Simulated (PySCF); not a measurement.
**Ru(22+) (ruthenium, charge +22) across methods**

[Ar] 3d4, high-spin 5D determinant. Calculation: PySCF 2.14, in an uncontracted even-tempered set (19 s from 2.5 bohr⁻², ratio 2.5; 12 p from 3.2 bohr⁻², ratio 2.5; 8 d from 3.2 bohr⁻², ratio 2.5; 4 f from 12 bohr⁻², ratio 2.7; 3 g from 19 bohr⁻², ratio 2.7); scalar relativity by spin-free X2C-1e.

| method | E (hartree) | mean ε 3p α (eV) | mean ε 3p β (eV) | mean ε 3d α (eV) | Σ⟨r²⟩ (bohr²) | ⟨S²⟩ |
| --- | --- | --- | --- | --- | --- | --- |
| LDA | -4249.13 | -1173.0 | -1161.2 | -1016.9 | 1.977 | 6.000 |
| M06 | -4254.50 | -1186.3 | -1170.4 | -1026.9 | 1.973 | 6.000 |
| PBE | -4254.00 | -1173.8 | -1161.7 | -1017.2 | 1.975 | 6.000 |
| UHF | -4253.22125 | -1218.7 | -1190.4 | -1052.8 | 1.974 | 6.001 |
| r2SCAN | -4254.40 | -1179.6 | -1164.3 | -1020.3 | 1.974 | 6.000 |
| PBE0 | -4254.07 | -1185.4 | -1169.5 | -1026.4 | 1.975 | 6.000 |
| M06-L | -4254.42 | -1180.3 | -1164.7 | -1020.5 | 1.971 | 6.000 |

Spin-orbit coupling, absent here, splits the open shell strongly.
